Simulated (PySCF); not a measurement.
**Spinor energies of Eu⁵⁴⁺ (europium, charge +54)**

Start: [He] 2s2 2p5; 2p1/2 filled at m_j = -1/2, +1/2; 2p3/2 filled at m_j = -1/2, +1/2, +3/2. Calculated with PySCF 2.14 in an uncontracted even-tempered set (17 s from 34 bohr⁻², ratio 2.4; 13 p from 45 bohr⁻², ratio 2.4; 5 d from 160 bohr⁻², ratio 2.6; 4 f from 240 bohr⁻², ratio 2.6): generalised Hartree-Fock with the X2C-1e Hamiltonian and a Gaussian nucleus; one run each with spin-orbit coupling (SO) switched off, then screened by Boettger's factors.

```csv
spinor shell,electrons,"ε, spin-free (eV)","ε, screened SO (eV)",weight of nominal j (screened SO),"rms radius, screened SO (bohr)"
1s1/2,2,-53248.7,-53234.0,1.000,0.0254
2s1/2,2,-12195.9,-12191.7,1.000,0.100
2p1/2,2,-11382.0,-11857.1,1.000,0.0855
2p3/2,3,-11382.0,-11175.0,1.000,0.0913
```

```json
{"quantity": "E (hartree)", "spin-free": "-7358.55467", "screened SO": "-7371.33387"}
{"quantity": "M_J", "spin-free": "3/2", "screened SO": "3/2"}
{"quantity": "⟨J²⟩", "spin-free": "3.750", "screened SO": "3.750"}
{"quantity": "⟨L²⟩", "spin-free": "2.000", "screened SO": "2.012"}
{"quantity": "⟨S²⟩", "spin-free": "0.750", "screened SO": "0.762"}
```

Each row is a mean over spinors that exchange with the open shell spreads, by up to 53.057 eV (2s1/2).

Breit and QED terms are absent; they matter most for the inner s and p1/2 levels.

Densities and radii are taken from the X2C orbitals without a picture-change correction, which distorts them close to the nucleus.

Without spin-orbit coupling the j labels of p, d and f shells carry no meaning; the spin-free column gives the mean over the occupied spinors of each nl shell.
